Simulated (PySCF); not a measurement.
A survey of $^{19}$F NMR shifts

[PySCF: coordinates at the GFN2-xTB level; GIAO PBE0/pcSseg-1 shieldings; one averaged value for each set of equivalent atoms; isolated molecule; non-relativistic Hamiltonian; one computed conformer]

Shieldings were converted by a linear fit to measured shifts: $^{19}$F: δ = 146.13 − 0.903σ +14.6 on sp3 carbon (rms 6.0 ppm, 223 shifts, 7.0 ppm with the 5 outliers that the fit left out vs CFCl3, solution or neat liquid). Occasional misses reach two or three times the rms, and more in compound classes unlike the fitted ones.

Give the $^{19}$F shifts of `CC(C)=C(C)CC(F)(F)F`, `CC/C(C)=C\CC(F)(F)F`, `FC(F)(F)[SiH]([SiH3])[SiH3]`, `C=COC(=O)CC(F)=C(F)F`.

Results:


```json
{"compound": "CC(C)=C(C)CC(F)(F)F", "environment": "fluorine of a CF3 group (×3)", "δ (ppm)": "-67.7"}
{"compound": "CC/C(C)=C\\CC(F)(F)F", "environment": "fluorine of a CF3 group (×3)", "δ (ppm)": "-69.0"}
{"compound": "FC(F)(F)[SiH]([SiH3])[SiH3]", "environment": "fluorine of a CF3 group (×3)", "δ (ppm)": "-48.8"}
{"compound": "[CH2:1]=[CH:2][O:3][C:4](=[O:5])[CH2:6][C:7]([F:8])=[C:9]([F:10])[F:11]", "environment": "F10: vinylic fluorine", "δ (ppm)": "-101.1"}
{"compound": "[CH2:1]=[CH:2][O:3][C:4](=[O:5])[CH2:6][C:7]([F:8])=[C:9]([F:10])[F:11]", "environment": "F11: vinylic fluorine", "δ (ppm)": "-117.0"}
{"compound": "[CH2:1]=[CH:2][O:3][C:4](=[O:5])[CH2:6][C:7]([F:8])=[C:9]([F:10])[F:11]", "environment": "F8: vinylic fluorine", "δ (ppm)": "-175.6"}
```
